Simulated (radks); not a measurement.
Problem. Species: the chromium ion Cr9+. Configuration: [Ne] 3s2 3p3. Method: scalar-relativistic Kohn-Sham, PBE, spin-polarised, spherical densities, point nucleus; open shells are filled with parallel spins first; computed with a radial shooting solver on a logarithmic mesh with Libxc functionals. Some entries of the table are withheld. Estimate them.

| orbital | occ. | eigenvalue (eV) | <1/r> (bohr^-1) | <r> (bohr) |
|---|---|---|---|---|
| 1s up | 1 | -6102.107 | 23.88 | 0.06356 |
| 1s down | 1 | -6100.357 | 23.88 | 0.06354 |
| 2s up | 1 | -883.4613 | 5.075 | 0.2918 |
| 2s down | 1 | -881.9933 | 5.076 | 0.2915 |
| 2p up | 3 | -778.2667 | 4.975 | 0.2582 |
| 2p down | 3 | -776.1577 | 4.974 | 0.2582 |
| 3s up | 1 | -260.2088 | (1) | 0.7996 |
| 3s down | 1 | -251.9780 | (2) | 0.8040 |
| 3p up | 3 | -229.4722 | 1.698 | 0.8083 |
| 3p down | 0 | -221.4407 | 1.690 | 0.8140 |

Solution. 
(1) 3s up <1/r> (bohr^-1): 1.783
(2) 3s down <1/r> (bohr^-1): 1.775
